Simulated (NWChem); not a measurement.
System: Si₂H₄OCl₂; SMILES [Si]([SiH3])(Cl)(O)Cl

```xyz
9

O     -0.0011     0.0013     1.9840
Si     0.0011    -0.0061     0.3189
Si     0.0018    -2.2165    -0.4295
Cl    -1.6718     1.0007    -0.4149
Cl     1.6762     1.0006    -0.4101
H      0.0008     0.8773     2.4126
H     -1.2314    -2.9197     0.0627
H      0.0057    -2.1896    -1.9313
H      1.2318    -2.9210     0.0689
```
Atoms are numbered in this order, from 1.

Level: PBE-D3(BJ)/def2-SVP (NWChem), optimised geometry, unscaled harmonic frequencies. 

| frequency (cm⁻¹) | IR intensity (km/mol) |
|---|---|
| 89 | 2.7 |
| 111 | 0.2 |
| 113 | 0.7 |
| 181 | 2.9 |
| 186 | 26.2 |
| 231 | 28.8 |
| 292 | 80.0 |
| 389 | 11.6 |
| 492 | 54.2 |
| 502 | 20.3 |
| 551 | 109.1 |
| 582 | 121.0 |
| 790 | 219.7 |
| 828 | 182.4 |
| 894 | 16.0 |
| 897 | 36.6 |
| 911 | 53.0 |
| 2168 | 37.5 |
| 2186 | 63.2 |
| 2188 | 60.2 |
| 3735 | 89.4 |

- zero-point energy = 26.2 kcal/mol
- thermal correction to the enthalpy at 298.15 K (with zero-point energy) = 32.1 kcal/mol
- heat capacity Cv = 28.0 cal/(mol K)
- entropy at 298.15 K and 1 atm (symmetry number 1) = 92.0 cal/(mol K)
- dipole moment = 0.96 D

Rigid rotor and harmonic oscillator; modes under 100 cm⁻¹ make the entropy uncertain.
